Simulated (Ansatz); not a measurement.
Molecule (SMILES): [F][Ge] (F-Ge), doublet.
Atoms: Ge1, F2. Bonds: Ge1-F2.

Basis-set convergence of the optimised Ge1-F2 bond length at MP2 with Ansatz (a program for electronic structure). The reference of a correlated method is not its basis-set limit, which lies further on. Cartesian d functions, on some or all atoms, in 6-31G*; all else is spherical. Cores are frozen (with 3d on Ga to Br). Open shells are unrestricted. No added dispersion term, no relativity. Reference: the value in aug-cc-pVQZ, 1.7595 Å, itself unsure by roughly 0.0031 Å (its mean distance from cc-pV5Z, def2-QZVPP, cc-pVQZ). Deviations are taken from unrounded values.

| basis | functions | optimised Ge1-F2 bond length (Å) | minus reference (Å) |
|---|---|---|---|
| cc-pVDZ | 41 | 1.7756 | 0.0160 |
| def2-SVP | 46 | 1.7605 | 0.0009 |
| 6-31G* | 50 | 1.7576 | -0.0019 |
| aug-cc-pVDZ | 59 | 1.7898 | 0.0303 |
| 6-311G** | 62 | 1.7661 | 0.0066 |
| def2-TZVPP | 79 | 1.7597 | 0.0001 |
| def2-TZVPPD | 94 | 1.7645 | 0.0050 |
| cc-pVQZ | 123 | 1.7559 | -0.0036 |
| cc-pV5Z | 195 | 1.7568 | -0.0027 |
